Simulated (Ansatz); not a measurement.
Ideal-gas functions of BH5OSeSn, SMILES `O[B]([SeH])[SnH3]` at 298.15 K and 1 bar, from an Ansatz frequency run at PBE0-D4/def2-TZVP.

Molar mass 229.52 g/mol, point group C1 (symmetry number 1), electronic degeneracy 1, moments of inertia 108.131, 661.135, 761.609 u Å². Harmonic wavenumbers (cm⁻¹, unscaled): 34, 95, 213, 263, 342, 357, 393, 492, 561, 652, 684, 733, 735, 781, 1092, 1323, 1902, 1940, 1943, 2419, 3868.

Use S(trans) = R[1.5 ln M + 2.5 ln T − 1.1517]; rotational temperatures θ = 24.2544 K / I; S(rot) = R[ln(√π/σ · √(T³/θAθBθC)) + 1.5]; for each mode x = 1.438777 ν̃/T, S = R[x/(eˣ − 1) − ln(1 − e⁻ˣ)] and H = RT x/(eˣ − 1); 1 cm⁻¹ = 0.0119627 kJ/mol; R = 8.31446 J/(mol·K).

By hand: the entropy, in J/(mol·K).

Translation 176.7. Rotation: θ = 0.2243, 0.0367, 0.0318 K, giving 122.6. Vibration, mode by mode: 23.35, 14.87, 8.44, 6.87, 5.03, 4.75, 4.14, 2.84, 2.18, 1.54, 1.36, 1.13, 1.12, 0.93, 0.27, 0.10, 0.01, 0.01, 0.01, 0.00, 0.00, in all 79.0. Electronic 0.0. Sum 378.3 J/(mol·K).

By hand: H − E and G − E in kJ/mol, counted from the electronic energy.

Zero-point energy ½ × 20822 × 0.0119627 = 124.5; thermal vibration 12.2; translation, rotation and pV give 4 RT = 9.9. H − E = 146.6 kJ/mol, and G − E = 146.6 − 298.15 × 378.3/1000 = 33.8 kJ/mol.

Vibration gives 21 % of the entropy, 38.2 J/(mol·K) of it from the modes under 150 cm⁻¹: soft modes count most, and the harmonic formula is weakest for them. The sum counts one conformer and one mirror image; others add a mixing term.
